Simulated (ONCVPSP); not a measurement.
# Os (Z = 76), ONCV: configuration errors across variants

```json
{
 "Element": "Os",
 "Generator": "ONCVPSP 4.0.1",
 "Type": "optimised norm-conserving Vanderbilt (ONCV)",
 "Functional": "BLYP",
 "Relativity": "scalar-relativistic",
 "Frozen core": "[Xe] 4f14",
 "Valence charge": "8",
 "Reference configuration": "5d6 6s2",
 "Partial waves": "6s: rc 2.40 bohr, ncon 4, nbas 8, qcut 2.2 1/bohr, 1 projector; p scattering state at 0.31 Ha: rc 2.20 bohr, ncon 4, nbas 8, qcut 3.4 1/bohr, 1 projector; 5d: rc 1.60 bohr, ncon 4, nbas 7, qcut 6.2 1/bohr, 1 projector",
 "Local potential": "polynomial inside 1.45 bohr (lpopt 4, dvloc0 1 Ha)",
 "Core correction": "none"
}
```

All-electron excitation energies from the reference (eV): (1) 5d6 6s1 9.531; (2) 5d6 6s0 26.516; (3) 5d5 6s0 55.280.

A true bound ghost makes a file unfit for plane-wave use even where its test errors are small: the radial tests pick states by their node count and pass the ghost by.

Errors AE − PS in meV (a dash: test not solved or not reliable):

| change | (1) | (2) | (3) | bound ghosts | GHOST(+) flags above zero |
| --- | --- | --- | --- | --- | --- |
| base | +6.7 | +55 | +139 | s | p |
| p: rc 2.7 | +6.7 | +55 | +139 | s | none |
| core correction Teter function, fcfact 2.75, rcfact 1.15 | +3.5 | +35 | +91 | s | p |

Give the same row for: d: nproj 3.

+6.7, +55, +137; bound ghosts: s; GHOST(+) flags above zero: p.
